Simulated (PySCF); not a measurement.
## Shapes and spin states of MoO(OH)

All numbers come from PBE0/[Mo def2-TZVP with ECP28, O def2-TZVP, H def2-TZVP], scalar-relativistic core potentials, density fitting, no spin–orbit coupling, PySCF.

Relaxations began from a few typed shapes and spin states; open shells are unrestricted. The search is not exhaustive: other isomers or separated fragments can lie lower, and high-lying points may rest on an excited occupation.

**Question.** Which is the lowest minimum found?
A. quartet Cs: Mo–O 1.675 Å, Mo–O 1.887 Å, O–H 0.957 Å; H–O–Mo 139.8°, O–Mo–O 143.1°
B. broken-symmetry Ms = 1/2 (⟨S²⟩ 1.72) Cs: Mo–O 1.671 Å, Mo–O 1.891 Å, O–H 0.957 Å; H–O–Mo 140.1°, O–Mo–O 144.0°

**Answer.** A. The others lie at 64.6 (broken-symmetry Ms = 1/2 Cs) kJ/mol above it.

For the lowest minimum: other spin states or occupations of the open shell can lie lower.
